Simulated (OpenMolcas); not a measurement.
## Br2+: RASPT2 settings compared

```yaml
Program: OpenMolcas 26.06
Basis: ANO-R1 [5s4p3d1f]
Scalar_Hamiltonian: X2C, finite nucleus
Active_space: 5 electrons in 9 orbitals (RAS2 4s 4p; RAS3 4d, at most 2 electrons)
State_averaging: 2S+1 = 4 odd, 1 root; 2S+1 = 2 odd, 8 roots kept (CI in the orbitals of an earlier block); 2S+1 = 4 even, 3 roots; 2S+1 = 2 even, 8 roots kept (CI in the orbitals of an earlier block)
Spin-orbit_coupling: state interaction with AMFI integrals over the reference wave functions, term energies averaged over their components
```

Methods on the same reference wave functions:
A. RASSCF
B. SS-RASPT2, IPEA 0.6 Eh, imaginary shift 0.5 Eh (closed shells correlated: none)
C. SS-RASPT2, IPEA 0.4 Eh, sigma2 regulariser 0.2 Eh (closed shells correlated: 3d)
D. XMS-RASPT2, IPEA 0.6 Eh, no level shift (closed shells correlated: 3s 3p 3d)

Energies in cm-1 above 4s2 4p3 4S* 3/2, the measured ground level; measured values from Moore, Atomic Energy Levels, vol. II, NSRDS-NBS 35 (1971 reprint of NBS Circular 467, 1952).

```json
{"Level": "4s2 4p3 4S* 3/2", "A": "0.0", "B": "0.0", "C": "0.0", "D": "0.0", "Measured": "0.0"}
{"Level": "4s2 4p3 2D* 3/2", "A": "18669", "B": "18210", "C": "18240", "D": "18100", "Measured": ""}
{"Level": "4s2 4p3 2D* 5/2", "A": "19623", "B": "19180", "C": "19210", "D": "19070", "Measured": ""}
{"Level": "4s2 4p3 2P* 1/2", "A": "30837", "B": "30070", "C": "30200", "D": "30020", "Measured": "26915"}
{"Level": "4s2 4p3 2P* 3/2", "A": "32048", "B": "31310", "C": "31430", "D": "31260", "Measured": "28579"}
{"Level": "4s 4p4 4P 5/2", "A": "99989", "B": "99830", "C": "100860", "D": "101010", "Measured": ""}
{"Level": "4s 4p4 4P 3/2", "A": "102512", "B": "102350", "C": "103380", "D": "103530", "Measured": ""}
{"Level": "4s 4p4 4P 1/2", "A": "103999", "B": "103840", "C": "104870", "D": "105020", "Measured": ""}
```

Deviations, from unrounded energies. A percentage is the sum of absolute deviations over the sum of measured energies, with the sign that they share, or ± where signs differ.

```tsv
Against measurement	Levels	A	B	C	D
mean absolute deviation (cm-1)	2	3700	2900	3100	2900
other terms of the ground configuration (%)	2	+13.3	+10.6	+11.1	+10.4
```

B, D lie about equally close to measurement and A furthest from it. The largest miss of D in the table is 4s2 4p3 2P* 1/2, by +3100 cm-1. The ranking rests on the paired levels alone, and a cruder setting can come out closer through cancelling errors.

Among B to D the level of the table that moves most is 4s 4p4 4P 1/2, by 1200 cm-1 (lowest in B, highest in D). Moves below CASPT2's spread within the term are not significant.

From A to B the spin-free energies of the other terms of 4s2 4p3 shown, above 4S*, scale by factors of 0.97 to 0.98.

The lowest spin-free term lies below A's lowest term by 0.007 hartree in B, 0.338 hartree in C, 0.396 hartree in D.

Term energies are means over components that CASPT2 splits; among the terms shown or strongly mixed into the levels shown the widest spread is 30 cm-1 (4s2 4p3 2D*, D). Terms from blocks run as CI alone lack orbitals of their own. The run also gave levels led by 4s2 4p2 4d, which use shells meant for correlation; these and all levels above them are left out. Computed and measured levels are paired by configuration, term and J; levels that our copy of the source lacks, or whose pairing is in doubt (as where it misses far off the trend of its configuration), stay unpaired and out of the deviations. Levels of configurations outside the active space are missing. Levels that lie high or do not pair safely by name in every column are left out.

* marks odd parity.
